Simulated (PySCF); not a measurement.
Computed with ωB97X-D3(BJ)/def2-TZVP // B3LYP-D3(BJ)/def2-SVP run with PySCF. Gas-phase values, no solvent. One relaxed conformer stands for a flexible species; it need not be the lowest. Delta-SCF ions had no search for a lower state. Excitations are Tamm–Dancoff values on a coarser integration grid. The basis has no diffuse functions, so Rydberg states are missing or too high.

Reference species (SMILES): `C=C(S)c1ccccc1[SiH3]` (C–C–S–H torsion 8°, S–C–C–C torsion 60°) (neutral, multiplicity 1).

```yaml
HOMO–LUMO gap: 9.72 eV
HOMO: -8.82 eV
T1 excitation (TDA): 3.73 eV
vertical ionisation energy (Delta-SCF): 8.53 eV
```

Changed species: `C=C([SiH3])c1cccc(S)c1` (Si–C–C–C torsion 38°, C–C–S–H torsion 178°).

Problem. Give the shifts of the HOMO–LUMO gap, HOMO, T1 excitation (TDA) and vertical ionisation energy (Delta-SCF).

Solution. the HOMO–LUMO gap falls by 0.41 eV, to 9.31 eV; the HOMO rises by 0.26 eV, to -8.56 eV; the T1 excitation (TDA) falls by 0.16 eV, to 3.57 eV; the vertical ionisation energy (Delta-SCF) decreases by 0.24 eV, to 8.29 eV.
